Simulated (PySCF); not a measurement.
H8OSSi3.
Structure used (PBE0-D3(BJ)/def2-SVP), in Å, numbered top down from 1:
```xyz
13
H8OSSi3 angstrom
Si     2.8792    0.0233    0.0089
O      1.2345   -0.1281   -0.1440
Si    -0.2388    0.5715    0.1792
Si    -1.9710   -0.9786   -0.0753
S     -3.7979    0.1357    0.2218
H      3.5019   -1.2938   -0.3008
H      3.3934    1.0550   -0.9413
H      3.2331    0.4292    1.4034
H     -0.2662    1.1167    1.5727
H     -0.4907    1.7084   -0.7643
H     -1.9341   -1.6671   -1.4030
H     -1.9833   -2.0096    1.0037
H     -3.5546    1.0202   -0.7714
```

Jobs on this species (13 atoms, 74 electrons) with PySCF (density fitting). Hardware of each: one thread, Arm Neoverse V2 (aarch64), on a shared host. Other jobs ran on the host; a repeat could differ by tens of per cent or more. Peak memory is the resident size of the whole Python process, interpreter and libraries included.

```json
{"level and settings": "BHandHLYP/def2-SVPD", "work": "10 singlets by full TDDFT, 4 Tamm–Dancoff triplets, polarisability, ΔSCF ions", "basis functions": "186", "SCF cycles": "?", "wall time": "?", "peak memory": "?"}
{"level and settings": "PBE0/IGLO-III", "work": "shieldings, charges and field gradients", "basis functions": "291", "SCF cycles": "14", "wall time": "41 s", "peak memory": "1.2 GiB"}
{"level and settings": "PBE0/cc-pVTZ", "work": "shieldings, charges and field gradients", "basis functions": "278", "SCF cycles": "13", "wall time": "43 s", "peak memory": "1.1 GiB"}
{"level and settings": "HF/def2-SVPD", "work": "10 singlets by TDHF, 4 Tamm–Dancoff triplets, polarisability, ΔSCF ions", "basis functions": "186", "SCF cycles": "10", "wall time": "18 s", "peak memory": "0.72 GiB"}
{"level and settings": "PBE0/6-31G*", "work": "10 singlets by full TDDFT, 4 Tamm–Dancoff triplets, polarisability", "basis functions": "102", "SCF cycles": "12", "wall time": "10 s", "peak memory": "0.56 GiB"}
{"level and settings": "PBE0/6-31G*", "work": "shieldings, charges and field gradients", "basis functions": "102", "SCF cycles": "12", "wall time": "9.4 s", "peak memory": "0.74 GiB"}
{"level and settings": "CAM-B3LYP/def2-SVPD", "work": "10 singlets by full TDDFT, 4 Tamm–Dancoff triplets, polarisability, ΔSCF ions", "basis functions": "186", "SCF cycles": "11", "wall time": "95 s", "peak memory": "1.0 GiB"}
{"level and settings": "LDA/def2-SVPD", "work": "10 singlets by full TDDFT, 4 Tamm–Dancoff triplets, polarisability, ΔSCF ions", "basis functions": "186", "SCF cycles": "14", "wall time": "1.9 min", "peak memory": "0.66 GiB"}
{"level and settings": "PBE0/def2-TZVP", "work": "shieldings, charges and field gradients", "basis functions": "227", "SCF cycles": "13", "wall time": "31 s", "peak memory": "1.0 GiB"}
```

Problem. Fill in the missing figures.

Solution. 
- BHandHLYP/def2-SVPD; 10 singlets by full TDDFT, 4 Tamm–Dancoff triplets, polarisability, ΔSCF ions: 49 s, 0.83 GiB, 11 SCF cycles

Problem. What do all jobs in the table cost together?

Solution. About 6.8 min; the longest takes about 28 % of that, and about 12 times as long as the shortest.
